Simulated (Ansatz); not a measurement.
GeH₄S₃ (`[SH][GeH]([SH])[SH]`) at its PBE0-D4/def2-TZVP geometry, where that method's forces vanish. Total charge 0; spin multiplicity 1.

```xyz
8

S     2.2358    0.1295    0.2637
Ge    0.1407   -0.2608   -0.3288
S    -0.5626    1.4762   -1.5094
S    -1.2534   -0.4115    1.3914
H     1.9060    1.1791    1.0351
H     0.1719   -1.5725   -1.1284
H    -1.8460    1.0743   -1.5011
H    -0.7924   -1.6142    1.7774
```

**Question.** What forces (eV/Å) does ωB97M-V/def2-TZVPP give on these atoms in Ansatz? (An estimate is asked.)

**Answer.** The calculation gave: 
```
S1  -0.037  0.069  0.053
Ge2 -0.010 -0.114 -0.059
S3  -0.079 -0.034  0.009
S4   0.056 -0.078  0.007
H5   0.016 -0.067 -0.051
H6  -0.010  0.115  0.067
H7   0.092  0.022  0.004
H8  -0.028  0.087 -0.031
```
